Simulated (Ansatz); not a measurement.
`FBBr` and `ClBBr` differ in one atom or group.

Ansatz, PBE0-D4/def2-TZVP geometries, multiplicity 1. 

Outer-core shells of Br are correlated without core-valence functions. Scalar relativity is left out up to krypton. Spin–orbit coupling is left out.

| property | `FBBr` |
| --- | --- |
| ideal-gas entropy at 298 K and 1 bar (rigid rotor, harmonic PBE0-D4/def2-TZVP) / J/(mol·K) | 274 |
| size of the dipole moment (B3LYP/def2-TZVPP) / D | 0.69 |
| HOMO–LUMO gap (B3LYP/def2-TZVPP) / eV | 7.00 |
| vertical ionisation energy (CCSD(T)/def2-TZVPP) / eV | 11.42 |
| size of the dipole moment (PBE/def2-TZVPP) / D | 0.57 |
| HOMO energy (PBE0/def2-TZVPP) / eV | -8.78 |

What does the change do to each property? (An estimate is asked.)

Ansatz gave: 
| property | `ClBBr` | shift |
| --- | --- | --- |
| ideal-gas entropy at 298 K and 1 bar (rigid rotor, harmonic PBE0-D4/def2-TZVP) / J/(mol·K) | 285 | 11 |
| size of the dipole moment (B3LYP/def2-TZVPP) / D | 0.41 | -0.28 |
| HOMO–LUMO gap (B3LYP/def2-TZVPP) / eV | 6.31 | -0.69 |
| vertical ionisation energy (CCSD(T)/def2-TZVPP) / eV | 11.13 | -0.29 |
| size of the dipole moment (PBE/def2-TZVPP) / D | 0.29 | -0.28 |
| HOMO energy (PBE0/def2-TZVPP) / eV | -8.65 | 0.13 |

With PBE0 the HOMO rises by 0.13 eV and the LUMO falls by 0.62 eV, so the gap narrows by about 0.75 eV. PBE moves the HOMO by 0.11 eV and ωB97M-V by 0.15 eV. Dipoles are sizes alone; their direction can turn.

B3LYP here is the variant with VWN-RPA as its local correlation; programs differ in this.
